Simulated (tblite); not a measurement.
C₄H₉FNSi₂ (doublet state).
Numbering: `[C:1]#[C:2][SiH2:3][CH2:4][Si@H:5]([F:6])[NH:7][CH3:8]` (hydrogens: H9, H10 on Si3; H11, H12 on C4; H13 on Si5; H14 on N7; H15, H16, H17 on C8)
Bond orders are those of one Lewis drawing.

Computed with GFN2-xTB (tblite), gas phase: L-BFGS steps from a force-field or distance-geometry start until the largest atomic force falls under 0.01 eV/Å.

Step 62: E = -657.3538 eV
```
atom  x, y, z in Å  |  force x, y, z in eV/Å
C1     -4.6213    1.4829    1.0817   -0.015  -0.012   0.003
C2     -3.6535    0.8129    0.8520   -0.010   0.022   0.018
Si3    -2.1401   -0.2455    0.5418   -0.003  -0.006  -0.006
C4     -0.9320    0.9401   -0.3208    0.012  -0.025   0.004
Si5     0.7211    0.1289   -0.7366    0.004  -0.001  -0.008
F6      0.4336   -1.2892   -1.4585    0.022  -0.011  -0.034
N7      1.4835   -0.2443    0.7446    0.098  -0.016  -0.075
C8      2.8093   -0.8104    0.8544    0.025  -0.035   0.048
H9     -1.6381   -0.6986    1.8438   -0.009  -0.004   0.047
H10    -2.5423   -1.3620   -0.3130   -0.031  -0.026  -0.020
H11    -1.3907    1.3003   -1.2382    0.011   0.015  -0.048
H12    -0.7658    1.8173    0.3002   -0.003   0.032   0.004
H13     1.5383    0.8209   -1.7262   -0.027   0.039  -0.019
H14     1.2209    0.2638    1.5716    0.000   0.034   0.075
H15     2.8289   -1.5584    1.6496    0.017  -0.012   0.014
H16     3.5676   -0.0514    1.0754   -0.032  -0.004  -0.026
H17     3.0737   -1.2953   -0.0823   -0.059   0.010   0.023
```

Step 63: E = -657.3550 eV
```
atom  x, y, z in Å  |  force x, y, z in eV/Å
C1     -4.6227    1.4578    1.0950   -0.005  -0.020   0.000
C2     -3.6505    0.7965    0.8583   -0.012   0.028   0.017
Si3    -2.1279   -0.2463    0.5386    0.003  -0.011  -0.001
C4     -0.9299    0.9512   -0.3256   -0.016  -0.021   0.011
Si5     0.7244    0.1405   -0.7398   -0.016   0.002  -0.028
F6      0.4291   -1.2762   -1.4628    0.037  -0.004  -0.016
N7      1.4815   -0.2323    0.7445    0.084  -0.041  -0.099
C8      2.7971   -0.8212    0.8594    0.034  -0.034   0.039
H9     -1.6179   -0.6983    1.8398   -0.020   0.004   0.021
H10    -2.5232   -1.3657   -0.3184   -0.024  -0.001  -0.002
H11    -1.3940    1.3100   -1.2414    0.030  -0.003  -0.042
H12    -0.7686    1.8307    0.2943    0.002   0.012   0.007
H13     1.5433    0.8256   -1.7332   -0.027   0.043  -0.013
H14     1.2310    0.2915    1.5657   -0.001   0.035   0.070
H15     2.8051   -1.5502    1.6732    0.030   0.004  -0.008
H16     3.5672   -0.0675    1.0599   -0.022  -0.043  -0.032
H17     3.0491   -1.3341   -0.0679   -0.077   0.051   0.076
```

Step 64: E = -657.3561 eV
```
atom  x, y, z in Å  |  force x, y, z in eV/Å
C1     -4.6243    1.4504    1.0995   -0.035   0.001   0.007
C2     -3.6511    0.7920    0.8611    0.014   0.011   0.007
Si3    -2.1267   -0.2464    0.5364    0.008  -0.018   0.007
C4     -0.9305    0.9541   -0.3280   -0.029  -0.009   0.012
Si5     0.7265    0.1450   -0.7369   -0.028   0.011  -0.037
F6      0.4278   -1.2689   -1.4652    0.044  -0.004   0.001
N7      1.4872   -0.2269    0.7456    0.023  -0.048  -0.109
C8      2.7970   -0.8256    0.8610    0.012   0.000   0.026
H9     -1.6176   -0.6977    1.8396   -0.022   0.008  -0.002
H10    -2.5234   -1.3667   -0.3210   -0.013   0.016   0.011
H11    -1.3946    1.3081   -1.2467    0.043  -0.019  -0.029
H12    -0.7756    1.8387    0.2873    0.007  -0.014   0.006
H13     1.5441    0.8288   -1.7322   -0.022   0.047  -0.010
H14     1.2425    0.2949    1.5690   -0.029   0.058   0.078
H15     2.8028   -1.5466    1.6789    0.028  -0.044   0.044
H16     3.5694   -0.0749    1.0530    0.040  -0.016  -0.026
H17     3.0397   -1.3464   -0.0619   -0.044   0.020   0.015
```

**Question.** Estimate the geometry and energy of step 65. (The exact step hangs on the optimiser's Hessian estimate; all steps are aligned on step 64, rigid shifts and turns removed.)

**Answer.** E = -657.3570 eV, largest force 0.063 eV/Å
```
atom  x, y, z in Å  |  force x, y, z in eV/Å
C1     -4.6254    1.4362    1.1076   -0.023  -0.008   0.004
C2     -3.6497    0.7829    0.8643    0.008   0.017   0.008
Si3    -2.1202   -0.2468    0.5340   -0.001  -0.010   0.012
C4     -0.9313    0.9613   -0.3311   -0.027  -0.007   0.004
Si5     0.7269    0.1523   -0.7373   -0.010   0.012  -0.026
F6      0.4274   -1.2621   -1.4644    0.046   0.000   0.004
N7      1.4888   -0.2194    0.7452   -0.039   0.022   0.010
C8      2.7914   -0.8319    0.8640    0.008   0.008   0.008
H9     -1.6062   -0.6971    1.8364   -0.026   0.010  -0.013
H10    -2.5133   -1.3681   -0.3248   -0.009   0.023   0.017
H11    -1.3949    1.3114   -1.2522    0.046  -0.027  -0.010
H12    -0.7807    1.8487    0.2819    0.008  -0.034   0.001
H13     1.5452    0.8335   -1.7341   -0.024   0.048  -0.009
H14     1.2487    0.3075    1.5708   -0.002  -0.006  -0.042
H15     2.7920   -1.5422    1.6914    0.032  -0.035   0.041
H16     3.5726   -0.0865    1.0410    0.044  -0.030  -0.021
H17     3.0218   -1.3678   -0.0533   -0.031   0.016   0.012
```

The energy changes by -0.0008 eV. The first-order estimate −F·Δx gives -0.0013 eV and the mean of the old and new forces, exact on a quadratic surface, -0.0008 eV. The step makes an angle of 84° with the force vector and moves no atom by more than 0.029 Å.

The cost below is that of the whole relaxation. Time: 1.5 s of wall time. Hardware: an Intel Xeon at 2.70 GHz with one thread, no GPU, shared host with 64 logical CPUs at a one-minute load of 10.
